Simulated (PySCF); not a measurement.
Species: C₈H₅F.
Atom-mapped SMILES: `[F:1][c:2]1[cH:3][cH:4][cH:5][c:6]2[c:7]1[CH:8]=[CH:9]2` (hydrogens: H10 on C3; H11 on C4; H12 on C5; H13 on C8; H14 on C9)

Computed by this run: PySCF, PBE0-D3(BJ)/def2-SVP geometry optimisation, gas phase; density fitting, grid level 2; the optimiser is geomeTRIC in internal coordinates, started from a GFN2-xTB structure.

Geometry at step 0:
```
atom  x, y, z in Å
F1      0.6322    2.7376    0.2118
C2      0.5556    1.3938    0.1107
C3      1.7623    0.6445    0.0777
C4      1.7435   -0.7173   -0.0235
C5      0.5282   -1.4534   -0.1006
C6     -0.6016   -0.7143   -0.0677
C7     -0.6032    0.7072    0.0384
C8     -2.1079    0.6678    0.0110
C9     -2.1083   -0.6701   -0.0904
H10     2.6936    1.1859    0.1366
H11     2.6773   -1.2584   -0.0461
H12     0.5457   -2.5290   -0.1781
H13    -2.8559    1.4343    0.0589
H14    -2.8622   -1.4292   -0.1608
```

**Question.** Give the atomic forces at this geometry.

**Answer.** 
```
atom  Fx (eV/Å)  Fy (eV/Å)  Fz (eV/Å)
  F1     -0.059     -0.731     -0.053
  C2      0.155      0.906      0.069
  C3     -0.053      0.209      0.016
  C4      0.004     -0.103     -0.008
  C5      0.108     -0.037      0.000
  C6     -0.193      0.380      0.025
  C7     -0.197     -0.172     -0.014
  C8      0.294      0.284      0.026
  C9      0.221     -0.293     -0.019
 H10      0.426      0.239      0.022
 H11      0.449     -0.198     -0.005
 H12     -0.036     -0.488     -0.040
 H13     -0.554      0.421      0.019
 H14     -0.564     -0.419     -0.039
```

The largest, 0.92 eV/Å, acts on C2; the rms over all components is 0.297 eV/Å. The forces sum to zero within rounding, as they must for an isolated molecule in no field.

**Question.** Give the force on C2 in Eh/bohr and in nN.

**Answer.** 0.922 eV/Å ÷ 51.422 = 0.01794 Eh/bohr, and 0.922 eV/Å × 1.602 = 1.48 nN.

**Question.** How far is this geometry from the end of the optimisation?

**Answer.** 0.051 eV above it, and 0.022 Å rms away after alignment. The bonds farthest from their final lengths, with half the difference of the two atoms' forces along the bond (positive lengthens):

| bond | now (Å) | final (Å) | force along bond (eV/Å) |
| --- | --- | --- | --- |
| F1–C2 | 1.350 | 1.331 | -0.83 |
| C9–H14 | 1.072 | 1.090 | +0.32 |
| C8–H13 | 1.072 | 1.090 | +0.34 |
| C3–H10 | 1.079 | 1.092 | +0.21 |
| C4–H11 | 1.079 | 1.092 | +0.22 |
| C5–H12 | 1.079 | 1.092 | +0.23 |

The angle farthest from its final value is C6–C9–H14, 133.1° against 134.6°.

Of the 6 listed bonds off by 0.010 Å or more, this force points towards the final length in 6.

What follows is the cost of the whole optimisation. On one thread of an Arm Neoverse V2, shared host with 96 logical CPUs at a one-minute load of 42, this took 39 s and 0.73 GiB of memory at its peak.
